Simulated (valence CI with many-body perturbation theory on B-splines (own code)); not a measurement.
# Which ion has this spectrum?

A relativistic CI+MBPT calculation for an atom or ion with 14 electrons gives these levels (cm⁻¹):

```tsv
J	Parity	E	g
0	even	0	
1	even	595473	1.50
2	even	647067	1.19
2	even	1279818	1.30
0	even	1392469	
2	odd	1417625	1.62
1	odd	1577704	0.97
2	odd	1780475	0.77
2	odd	1917754	1.47
3	odd	1979659	1.21
1	odd	1995767	0.91
2	odd	2107750	1.25
3	odd	2129263	1.22
0	odd	2162542
```

The energies are calculated, and their last digits are not significant.

Question: Which is it?
A. Xe40+
B. Cs41+
C. Ba42+
D. La43+

Answer: A. Xe40+, ground level (3s^2 3p1/2^2) J=0.
